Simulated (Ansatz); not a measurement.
Consider the isomerisation: `C[Si](F)(S)S` → `FC([SiH3])SS`.

Isolated molecules relaxed with PBE0-D4/def2-TZVP in Ansatz; ΔE leaves out vibrations. CCSD(T)/CBS is the MP2 limit (def2-TZVPP, def2-QZVPP) plus CCSD(T) − MP2 in def2-TZVPP, frozen cores. One conformer a species, not always the lowest.

`C[Si](F)(S)S`:

```xyz
10

C     1.238   -0.719   -0.337
Si   -0.406    0.088   -0.087
F    -0.978    0.484   -1.528
S    -0.372    1.863    1.083
S    -1.680   -1.286    0.905
H     1.132   -1.627   -0.934
H     1.913   -0.039   -0.862
H     1.687   -0.976    0.624
H     0.148    2.613    0.094
H    -2.682   -0.400    1.042
```

`FC([SiH3])SS`:

Z-matrix (Å, degrees):
```
C
Si 1 1.911
S 1 1.787 2 115.9
F 1 1.392 2 108.2 3 -126.5
H 1 1.098 2 110.3 3 116.7
H 2 1.483 1 109.6 3 -40.3
H 2 1.486 1 106.5 3 -158.8
H 2 1.479 1 110.0 3 82.9
S 3 2.043 1 104.5 2 -39.0
H 9 1.347 3 98.5 1 -84.1
```

```
       species  HF/def2-QZVPP energy (Eh)
`C[Si](F)(S)S`                -1224.50291
`FC([SiH3])SS`                -1224.32503
```

Task: Work out ΔE.

Result: ΔE = (-1224.32503) − (-1224.50291) = 0.17788 Eh = +467.0 kJ/mol. CCSD(T)/CBS gives +458.3 kJ/mol.

Largest T1 diagnostic among the species: 0.013.

From PBE to PBE0 (25 % exact exchange), in def2-TZVPP and without D4, ΔE moves by +18.7 kJ/mol.
